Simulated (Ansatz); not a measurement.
Relaxation of C3H11AlOSi (17 atoms, charge 0, multiplicity 1), to a largest force component of 0.02 eV/Å in at most 50 steps.

Theory: RHF/def2-SVP in Ansatz.

```xyz
17
Properties=species:S:1:pos:R:3:forces:R:3
Al -1.812 -1.296 -2.248 -1.95 0.33 -0.45
C -0.054 -0.905 -1.514 -5.55 3.70 4.12
O -0.167 -0.928 -0.120 4.51 -0.01 -3.98
C 1.167 -0.513 0.469 -3.76 0.08 2.93
C 1.078 0.965 0.783 -0.41 0.18 0.10
Si -0.280 1.417 2.024 -0.33 0.18 -0.14
H -2.077 -2.515 -3.198 -0.30 0.43 -1.48
H -3.029 -0.251 -1.916 0.58 -0.37 0.25
H -1.066 -2.521 -1.687 1.90 -2.41 1.58
H 0.276 0.095 -1.866 3.26 -1.67 -0.45
H 1.969 -0.757 -0.143 1.21 -0.69 -1.57
H 1.256 -1.086 1.431 -0.10 0.37 -1.15
H 2.002 1.285 1.232 0.71 0.23 0.06
H 0.902 1.580 -0.106 0.26 -0.15 -0.11
H -1.591 1.060 1.445 -0.11 0.16 0.11
H -0.218 2.873 2.347 0.01 -0.18 -0.13
H -0.075 0.658 3.261 0.06 -0.19 0.32
```

Task: Where does it end, and by what steps?

Result: The run converged. The force dipped under the threshold on the way, but the program's further checks kept it going. After 44 steps the energy has fallen by 5.559 eV; H7 moved furthest, 1.76 Å.

```
step  energy less start (eV)  largest force component (eV/Å)  accepted
   0                  0.0000                           5.551       yes
   2                 -3.7037                           3.627       yes
   4                 -4.8886                           0.746       yes
   6                 -5.3555                           0.472       yes
   8                 -5.4940                           0.677       yes
  10                 -5.5250                           0.097       yes
  12                 -5.5277                           0.374       yes
  14                 -5.5336                           0.080       yes
  16                 -5.5389                           0.130       yes
  18                 -5.5441                           0.202       yes
  20                 -5.5494                           0.235       yes
  22                 -5.5525                           0.064       yes
  24                 -5.5541                           0.079       yes
  26                 -5.5551                           0.060       yes
  28                 -5.5555                           0.089       yes
  30                 -5.5563                           0.071       yes
  32                 -5.5573                           0.060       yes
  34                 -5.5579                           0.058       yes
  36                 -5.5583                           0.044       yes
  38                 -5.5586                           0.014       yes
  40                 -5.5588                           0.042       yes
  42                 -5.5589                           0.010       yes
  44                 -5.5590                           0.018       yes
```

```xyz
17
Properties=species:S:1:pos:R:3
Al -2.026 -1.787 -2.182
C -0.202 -1.172 -1.267
O -0.061 -0.711 -0.109
C 1.198 -0.304 0.460
C 1.135 1.159 0.851
Si -0.303 1.674 1.999
H -1.976 -0.777 -3.435
H -3.169 -1.549 -1.090
H -1.603 -3.307 -2.497
H 0.753 -1.239 -1.812
H 1.978 -0.509 -0.274
H 1.346 -0.947 1.324
H 2.072 1.401 1.362
H 1.108 1.783 -0.048
H -1.589 1.687 1.272
H -0.004 3.033 2.505
H -0.376 0.727 3.137
```

Whether the end is a true minimum wasn't checked by a vibrational analysis.

The run took 3.1 min on 2 threads of Intel(R) Xeon(R) Platinum 8375C CPU @ 2.90GHz (Ice Lake), with other jobs on the host, peak memory 0.42 GiB.
